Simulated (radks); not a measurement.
Initial-state core-level shifts of the neodymium ion Nd+ when its valence configuration changes from [Xe] 4f4 6s1. Calculated with a radial shooting solver on a logarithmic mesh with Libxc functionals: Dirac Kohn-Sham, BLYP, spin-unpolarised, spherical densities, point nucleus; open shells are shared between the two j in proportion to 2j + 1. Shifts are changes of the shell-averaged eigenvalues in eV (positive: less bound).

valence               2p       3d       4p       4d
4f3 6s1 6p1      -10.018  -10.897  -10.326  -10.022
4f3 6s2           -8.890   -9.770   -9.200   -8.897
4f4 5d1           +1.638   +1.592   +1.611   +1.633
4f2.5 6s1 6p1.5  -15.809  -17.243  -16.211  -15.705
4f3.5 5d0.5 6s1   -3.077   -3.496   -3.268   -3.126
4f2.5 5d1 6p1.5  -13.210  -14.684  -13.701  -13.189
4f3 5d1 6s1       -6.560   -7.477   -6.928   -6.614
4f2 5d1 6s2      -17.008  -19.097  -17.563  -16.832
4f5               +5.263   +5.753   +5.573   +5.424
